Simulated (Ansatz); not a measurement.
Consider the adduct formation: `[F][In]([F])[F]` + H₂Se → `[F][In-]([F])([F])[SeH2+]`.

Gas-phase electronic energies from Ansatz, PBE0-D4/def2-TZVP geometries. CCSD(T)/CBS adds triple-zeta CCSD(T) − MP2 to the extrapolated MP2 energy (def2 sets, frozen cores). DFT in def2-TZVPP. B3LYP here is the variant with VWN-RPA as its local correlation; programs differ in this. HSE06 is defined as in plane-wave codes. Elements past krypton have def2 core potentials. For In, Se outer-core shells are correlated without core-valence functions, which leaves a few kJ/mol of doubt a bond. Scalar relativity is left out up to krypton. Each species was taken in one conformer, which may not be the lowest.

| level | ΔE (kJ/mol) | difference from CCSD(T)/CBS |
| --- | --- | --- |
| LDA (SPW92) | -106.7 | -15.2 |
| PBE-D4 | -85.1 | 6.4 |
| revPBE-D4 | -77.1 | 14.4 |
| BLYP-D4 | -78.3 | 13.2 |
| r2SCAN-D4 | -90.0 | 1.5 |
| B97M-V | -83.4 | 8.1 |
| PBE0-D4 | -87.6 | 3.9 |
| B3LYP-D4 | -83.3 | 8.2 |
| r2SCANh-D4 | -90.6 | 0.9 |
| r2SCAN0-D4 | -91.3 | 0.2 |
| HSE06-D4 | -87.2 | 4.3 |
| BHLYP-D4 | -89.3 | 2.2 |
| CAM-B3LYP-D4 | -85.0 | 6.5 |
| ωB97X-V | -84.9 | 6.6 |
| ωB97M-V | -84.9 | 6.6 |
| B2PLYP | -77.2 | 14.3 |
| PBE | -77.8 | 13.7 |
| revPBE | -63.1 | 28.4 |
| PBE0 | -81.2 | 10.3 |
| B3LYP | -71.6 | 19.9 |
| r2SCANh | -88.7 | 2.8 |
| r2SCAN0 | -89.1 | 2.4 |
| HSE06 | -81.0 | 10.5 |
| BHLYP | -77.5 | 14.0 |
| CAM-B3LYP | -78.1 | 13.4 |
| LC-ωPBE | -78.3 | 13.2 |
| RPA@PBE/def2-TZVPP | -75.9 | 15.6 |
| HF/def2-SVP | -70.1 | 21.4 |
| MP2/def2-SVP | -81.3 | 10.2 |
| CCSD/def2-SVP | -80.6 | 10.9 |
| CCSD(T)/def2-SVP | -81.7 | 9.8 |
| HF/def2-TZVPP | -63.3 | 28.2 |
| MP2/def2-TZVPP | -87.3 | 4.2 |
| SCS-MP2/def2-TZVPP | -81.1 | 10.4 |
| CCSD(T)/def2-TZVPP | -83.2 | 8.3 |
| HF/def2-QZVPP | -61.5 | 30.0 |
| MP2/def2-QZVPP | -91.4 | 0.1 |
| SCS-MP2/def2-QZVPP | -84.5 | 7.0 |
| HF/CBS(def2) | -61.2 | 30.3 |
| CCSD/CBS(def2) | -89.7 | 1.8 |
| CCSD(T)/CBS | -91.5 | 0 |

Largest T1 diagnostic among the species: 0.018.

The D4 term adds −11.7 kJ/mol with B3LYP and −6.4 kJ/mol with PBE0; it sums over pairs of atoms, weighted by their polarisabilities, and B3LYP, whose exchange is more repulsive, gets the larger term. From PBE to PBE0 (25 % exact exchange), in def2-TZVPP and without D4, ΔE moves by −3.4 kJ/mol. At CCSD(T), def2-SVP lies +9.8 kJ/mol from the extrapolated value and def2-TZVPP +8.3 kJ/mol.
